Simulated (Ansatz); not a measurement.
```xyz
2

S    -0.0739    0.1373   -0.1087
H    -0.0046    0.0290    1.3694
```

Basis set: 6-31G (spherical functions). Left uncorrelated: 5 orbitals. Charge 0, multiplicity 2.

Computed with Ansatz (development build ahead of 0.2.0); each method stands on the lowest determinant of its kind that the runs found.

The atomization energy at this shape (free ground-state atoms in the same class of orbitals less the molecule, no zero-point energy) of doublet SH:

```csv
method,atomization energy
UHF-MP2,230.5 kJ/mol
```

**Question.** What does UHF give?

**Answer.** 170.6 kJ/mol.

This basis has no polarisation functions and is too small for such energies, which can lie far from measured ones in either direction.
